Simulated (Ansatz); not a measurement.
The cluster Sn₄H₂, relaxed as a singlet with RKS PBE0-D4/def2-SVP in Ansatz, starting from the GFN2-xTB geometry. Force threshold 0.02 eV/Å.

In the def2 sets Sn takes a core potential; there is no spin–orbit coupling. The structure comes from a short search, and lower isomers may exist.

Start:

| atom | x (Å) | y (Å) | z (Å) |
| --- | --- | --- | --- |
| Sn1 | 1.239 | 1.521 | 1.490 |
| Sn2 | 1.166 | -0.874 | -0.072 |
| Sn3 | -1.262 | 1.049 | 0.083 |
| Sn4 | -1.307 | -1.439 | -1.422 |
| H5 | -0.373 | -0.476 | -2.606 |
| H6 | 0.537 | 0.220 | 2.528 |

Estimate the energy that the relaxation releases and the steps that it takes.

6.5 kcal/mol, in 9 steps; 26 s on 4 threads of Arm Neoverse V1 on a shared host. No frequencies were taken in this run, so the end may be a saddle point.

Does the start keep its bonding?

By distances, no bond broke or formed. The bond that changes most is Sn1–H6, from 1.81 to 1.91 Å (atoms count from 1). A close non-bonded pair moves further: Sn2–H6, from 2.89 to 2.17 Å.

Predict the relaxed structure.


```xyz
6

Sn    1.176    1.669    1.509
Sn    1.057   -0.765    0.019
Sn   -1.291    1.121    0.056
Sn   -1.430   -1.424   -1.342
H    -0.139   -0.516   -2.273
H     0.627   -0.085    2.031
```
Bond lengths (bridged metal pairs left out): 5 × Sn–Sn 2.86 to 3.01 Å; 2 × H–Sn 1.83 to 1.91 Å.
